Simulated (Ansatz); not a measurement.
One change: `O=NBr` becomes `N=O`.

Ansatz, PBE0-D4/def2-TZVP geometries, multiplicity 1. 

Scalar relativity is left out up to krypton.

```
                                          property  `O=NBr`
    zero-point energy (PBE0-D4/def2-TZVP) / kJ/mol     16.9
               HOMO–LUMO gap (PBE/def2-TZVPP) / eV     2.13
                 LUMO energy (PBE/def2-TZVPP) / eV    -4.78
    size of the dipole moment (PBE/def2-TZVPP) / D     1.74
size of the dipole moment (ωB97M-V/def2-TZVPP) / D     2.06
                 HOMO energy (PBE/def2-TZVPP) / eV    -6.91
```

Give the same properties after the change, and the shifts. (Estimate.)

Ansatz gave: 
| property | `N=O` | shift |
| --- | --- | --- |
| zero-point energy (PBE0-D4/def2-TZVP) / kJ/mol | 37.0 | 20.1 |
| HOMO–LUMO gap (PBE/def2-TZVPP) / eV | 1.16 | -0.97 |
| LUMO energy (PBE/def2-TZVPP) / eV | -4.18 | 0.60 |
| size of the dipole moment (PBE/def2-TZVPP) / D | 1.52 | -0.22 |
| size of the dipole moment (ωB97M-V/def2-TZVPP) / D | 1.69 | -0.37 |
| HOMO energy (PBE/def2-TZVPP) / eV | -5.34 | 1.57 |

With PBE0 the HOMO rises by 1.10 eV and the LUMO rises by 0.96 eV, so the gap narrows by about 0.14 eV. PBE moves the HOMO by 1.57 eV and ωB97M-V by 0.67 eV. Dipoles are sizes alone; their direction can turn.

Spin–orbit coupling is left out; it splits and shifts lone-pair levels of the heavy atoms by tenths of an eV.
